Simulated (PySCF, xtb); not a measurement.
TaF5, SMILES [F][Ta]([F])([F])([F])[F], multiplicity 1.

GFN2-xTB in xtb at its own geometry gives an orbital gap of 6.48 eV and a dipole moment of 0.00 D.

Coordinates come from a r2SCAN-D4/def2-SVP optimisation. The spin state was assumed, not searched. The isomer is the one that the SMILES or the coordinates give; other isomers of the formula were not compared. The def2 effective core potentials stand for the cores of Ta; spin–orbit coupling is left out.

Q: What does PySCF with M06-2X/def2-TZVP give? (The exact figures need the calculation; the answer reports its results.)

A: gap 12.69 eV (levels -14.45 and -1.76 eV), dipole 0.00 D.
